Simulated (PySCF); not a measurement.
# J couplings in SMILES CC(=O)CCI, C4H7IO

Geometry (Å), atoms numbered from 1 in this order:
```xyz
13

C     1.951    0.649   -0.269
C     0.778   -0.204   -0.678
O     0.891   -1.139   -1.433
C    -0.569    0.173   -0.083
C    -1.665   -0.753   -0.550
I    -3.576   -0.232    0.299
H     2.857    0.298   -0.778
H     2.096    0.598    0.822
H     1.767    1.705   -0.518
H    -0.788    1.222   -0.350
H    -0.479    0.168    1.017
H    -1.477   -1.793   -0.257
H    -1.797   -0.718   -1.637
```

Level of theory for the indirect couplings: PBE0/pcJ-1 (dyall-v2z on I), no solvent, finite nuclei, PBE0-D3(BJ)/def2-SVP geometry (PySCF 2.14.0).

Non-relativistic values:
```tsv
coupling	atoms	J (Hz)
1J(127I,13C)	I6 – C5	-61.7
2J(127I,13C)	I6 – C4	2.1
2J(127I,1H)	I6 – H12/H13	18.6
3J(127I,13C)	I6 – C2	4.7
3J(127I,1H)	I6 – H10/H11	4.9
4J(127I,13C)	I6 – C1	1.0
4J(127I,17O)	I6 – O3	0.8
```

What do two-component X2C with spin–orbit coupling give?

Answers


| coupling | atoms | with spin–orbit (Hz) |
| --- | --- | --- |
| 1J(127I,13C) | I6 – C5 | -74.9 |
| 2J(127I,13C) | I6 – C4 | -1.7 |
| 2J(127I,1H) | I6 – H12/H13 | 21.3 |
| 3J(127I,13C) | I6 – C2 | 2.3 |
| 3J(127I,1H) | I6 – H10/H11 | 5.2 |
| 4J(127I,13C) | I6 – C1 | 0.9 |
| 4J(127I,17O) | I6 – O3 | 0.7 |

The largest listed coupling, 1J(127I,13C), ends at 1.21 times its non-relativistic value. Equivalent partners are averaged, as under fast rotation. Couplings to strongly quadrupolar nuclei (127I) are seldom resolved in solution.
